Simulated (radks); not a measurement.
Problem. Spherical quantum dot in the effective-mass picture: electrons in a parabolic well V = omega^2 r^2 / 2 with omega = 0.0569, with a point charge +1 (a donor) at the centre, all in effective atomic units (hartree* = m*/eps^2 hartree, bohr* = eps/m* bohr), one dielectric constant everywhere. Calculated with a radial shooting solver with Libxc functionals: non-relativistic Kohn-Sham, LDA (Slater exchange, Perdew-Wang correlation), spin-polarised, spherical densities. Levels are named by radial order and angular momentum (1s, 1p, 1d, 2s, ...), and open shells are averaged over m. Results are scaled to m* = 0.079 and eps = 14.8, for which hartree* = 9.814 meV and bohr* = 9.914 nm. At N = 20 the configuration is 1s2 1p6 1d10 2s2. Does electron 21 go into 1f up or 1g up?

Solution. Into 1f up. The total energies of the other choices lie higher by 0.186 meV (1g up).
